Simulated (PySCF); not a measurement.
# How the method moves the HOMO and LUMO of `OB(O)CB(F)F`

Compound: CH4B2F2O2.
Structure used (PBE0-D3(BJ)/def2-SVP), in Å, numbered top down from 1:
```
atom  x, y, z in Å
O1    -1.1579    0.1291   -1.4524
B2    -0.7967    0.0741   -0.1380
O3    -1.3850    0.8108    0.8476
C4     0.3943   -0.8800    0.2653
B5     1.7005   -0.0427    0.2610
F6     2.1590    0.5684    1.3431
F7     2.4105    0.1410   -0.8416
H8    -1.8654    0.7457   -1.6621
H9    -2.0896    1.3998    0.5615
H10    0.2087   -1.2789    1.2725
H11    0.4647   -1.6888   -0.4760
```

Basis pcSseg-1 throughout (PySCF), one geometry. Geometry: PBE0-D3(BJ)/def2-SVP, one conformer, isolated molecule.

Problem. How do the orbital energies, the gap and the dipole change with the method?

Solution. 
```csv
method,kind,HOMO (eV),LUMO (eV),gap (eV),μ (D),SCF cycles
BLYP,GGA,-7.85,-0.64,7.21,3.59,14
B97-2,global hybrid,-9.36,0.19,9.55,3.65,13
PBE0,global hybrid,-9.63,0.21,9.84,3.68,12
mPW1PW91,global hybrid,-9.68,0.18,9.86,3.68,12
CAM-B3LYP,range-separated hybrid,-11.06,1.14,12.20,3.72,12
BHandHLYP,global hybrid,-11.11,1.01,12.12,3.75,12
wB97X-D,range-separated hybrid,-11.57,2.12,13.69,3.71,13
LC-wPBE,range-separated hybrid,-12.43,2.59,15.02,3.72,13
HF,Hartree–Fock,-13.39,3.32,16.71,3.82,10
```

The HOMO spans 5.54 eV, from BLYP down to HF, and the gap runs from 7.21 eV (BLYP) to 16.71 eV (HF). Over the methods BLYP (0 %), B97-2 (21 %), PBE0 (25 %), mPW1PW91 (25 %), BHandHLYP (50 %), HF (100 %), a straight line through the gap against the share of exact exchange rises by 0.93 eV for each 10 % (correlation coefficient 0.999). The dipole ranges from 3.59 D (BLYP) to 3.82 D (HF). This basis has no diffuse functions.

The vertical ΔSCF ionisation energy at CAM-B3LYP/def2-SVPD is 12.16 eV; −ε(HOMO) comes closest to it with LC-wPBE (12.43 eV).
